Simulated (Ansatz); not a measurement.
Geometry optimisation, Ansatz 0.2.0, RKS PBE/def2-SVP.

Input file:

```yaml
crystal:
  periodic: [false, false, false]
  atoms:
    - { symbol: "N", position_ang: [1.2356, 1.2264, 0.455] }
    - { symbol: Si, position_ang: [0.2992, -0.1248, 0.922] }
    - { symbol: C, position_ang: [-0.8534, -0.7891, -0.4748] }
    - { symbol: O, position_ang: [-1.4362, -1.7691, -0.2667] }
    - { symbol: O, position_ang: [-0.844, -0.1663, -1.6801] }
    - { symbol: H, position_ang: [0.5181, 1.9889, 0.1324] }
    - { symbol: H, position_ang: [1.7492, 1.0315, -0.3839] }
    - { symbol: H, position_ang: [1.3694, -1.0942, 1.3209] }
    - { symbol: H, position_ang: [-0.4724, 0.3222, 2.1524] }
    - { symbol: H, position_ang: [-1.4824, -0.6768, -2.1742] }
basis:
  gaussian: { orbitals: def2-SVP }
hamiltonian:
  xc: pbe
relax:
  f_tol: 0.015
  max_steps: 40
```

Launched with:

```bash
$ ansatz run input.yaml --threads 2 --pin off --max-ram 3072MiB --backend cpu --events-out ev --progress --plain --runs-dir out
```

Question: Where does it end, and by what steps?

Answer: The forces met the threshold. After 7 steps the energy has fallen by 0.594 eV; H6 moved furthest, 0.33 Å.

```
step  energy less start (eV)  largest force component (eV/Å)  accepted
   0                  0.0000                           5.039       yes
   1                 -0.5261                           0.862       yes
   2                 -0.5540                           0.721       yes
   3                 -0.5789                           0.422       yes
   4                 -0.5864                           0.348       yes
   5                 -0.5935                           0.119       yes
   6                 -0.5943                           0.023       yes
   7                 -0.5944                           0.006       yes
```

```xyz
10
Properties=species:S:1:pos:R:3
N 1.241 1.331 0.420
Si 0.324 -0.081 0.859
C -0.875 -0.889 -0.444
O -1.533 -1.884 -0.192
O -0.926 -0.264 -1.652
H 0.733 2.206 0.261
H 1.977 1.230 -0.284
H 1.280 -1.183 1.214
H -0.568 0.267 2.015
H -1.569 -0.784 -2.193
```

Time of the run: 11 s on 2 threads of AMD EPYC 7B13 (Zen 3) (shared host), peak memory 0.17 GiB.
